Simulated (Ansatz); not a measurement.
A structure relaxed at B3LYP-D4/def2-SVP in Ansatz, charge 1, singlet:

```tsv
atom	x (Å)	y (Å)	z (Å)
B1	0.616	-0.563	-1.489
B2	-0.624	0.561	1.486
B3	-0.242	-0.977	1.378
B4	0.012	0.003	0.004
B5	0.237	0.976	-1.380
```

Q: Give its formula and point group.

A: the cluster B5⁺. Point group D2h (tolerance 0.1 Å).

Q: Summarise the bond lengths by kind (pairs closer than 1.2 times the sum of covalent radii, bridged metal pairs left out).

A: 6 × B–B 1.59 to 1.71 Å.

The restricted singlet is unstable towards broken spin symmetry in Hartree–Fock (as tested in another run); at B3LYP-D4/def2-SVP this wasn't settled. Another isomer (singlet) lies 4.29 eV lower at PBE0-D4/def2-TZVP; other spin states weren't run for this one.
